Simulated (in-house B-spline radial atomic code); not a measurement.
How numerical settings move a run on neutral arsenic, [Ar] 3d10 4s2 4p3. Computed with a B-spline radial code for spherical atoms: scalar-relativistic (X2C) r2SCAN0, spin-polarised, spherical fractional occupations, Fermi nucleus of rms radius 4.0968 fm.

Command:
```bash
python run_scf.py task.json out
```
Settings of the sound reference run:
```
Z                33
electrons        33
configuration    [Ar] 3d10 4s2 4p3
hamiltonian      x2c
method           r2scan0
spin_polarised   True
nucleus          fermi
rms_radius       4.0968
mass_number      75
atomic_mass      74.92159
speed_of_light   137.036
knot_spacing     0.22
spline_order     8
gauss_points     12
box_radius       50
max_iterations   70
damping          0.5
damped_steps     3
diis_vectors     10
tolerance        1e-08
start            Thomas-Fermi
```

Run time, properties included: 0.34 s on 1 thread of Intel(R) Xeon(R) 6975P-C (shared host).

It converges in 10 iterations to -2260.741633 hartree, with 4p up at -7.36733 eV. The other runs change the listed settings, some to values that make no sense; their results aren't properties of the atom or ion. Radii are in bohr (the nuclear one in fm), a minus after a letter asks for a j subshell, and «unchanged» means within 1e-8 hartree. The run stops when the residual is below 10 × tolerance × max(1, Z/10), or a noise floor if that is larger, and the energy moves by less than 1e-8 × √|E| hartree; so very loose and very tight tolerances often act alike.

| changed settings | outcome |
| --- | --- |
| gauss_points = 6 | converged in 10 iterations, energy -8.70e-08 hartree from the reference |
| gauss_points = 16 | converged in 10 iterations, energy +7.53e-08 hartree from the reference |
| gauss_points = 8 | converged in 10 iterations, energy +1.10e-07 hartree from the reference, 4p up level -3.4e-07 eV |
| spline_order = 3, gauss_points = 4, box_radius = 25, max_iterations = 75, diis_vectors = 1 | not converged after 75 iterations, last residual 1.8e-01, last energy +8.94e-01 hartree from the reference |
| damped_steps = 1 | converged in 8 iterations, energy unchanged, 4p up level -1.8e-06 eV |
| gauss_points = 5 | converged in 10 iterations, energy +1.09e-06 hartree from the reference, 4p up level +3.2e-06 eV |
| gauss_points = 16, first_knot = 0.00909, max_iterations = 5, tolerance = 0.01 | not converged after 5 iterations, last residual 4.1e-05, last energy -9.13e-03 hartree from the reference |
| electrons = 37, configuration = [Ar] 3d10 4s2 4p7, max_iterations = 50 | stopped with error: shell 4p holds at most 3 electrons (per spin) |
| gauss_points = 4 | converged in 10 iterations, energy -1.49e-06 hartree from the reference, 4p up level -3.6e-06 eV |
| electrons = 41, configuration = [Ar] 3d10 4s2 4p3 6s2 6p6, max_iterations = 100 | not converged after 100 iterations, last residual 4.6e-03 |
| knot_spacing = 2, spline_order = 3, first_knot = 3.03e-06, max_iterations = 100 | converged in 8 iterations, energy +6.43e+02 hartree from the reference, 4p up level +7.0e-01 eV |
| gauss_points = 3, max_iterations = 100, tolerance = 0.01 | converged in 11 iterations, energy -1.05e+02 hartree from the reference, 4p up level +1.7e-01 eV (the program warns: states collapsed into the nucleus by a negative tau potential were left out of the aufbau) |

What happens with damped_steps = 8?

Converged in 12 iterations, energy unchanged.

What happens with gauss_points = 3?

Converged in 15 iterations, energy -1.05e+02 hartree from the reference, 4p up level +1.7e-01 eV (the program warns: states collapsed into the nucleus by a negative tau potential were left out of the aufbau).

What happens with hamiltonian = dirac, method = hf?

Stopped with error: spin polarisation is not served with the Dirac Hamiltonian.

What happens with tolerance = 1e-06?

Converged in 6 iterations, energy +2.03e-08 hartree from the reference, 4p up level +3.2e-04 eV.
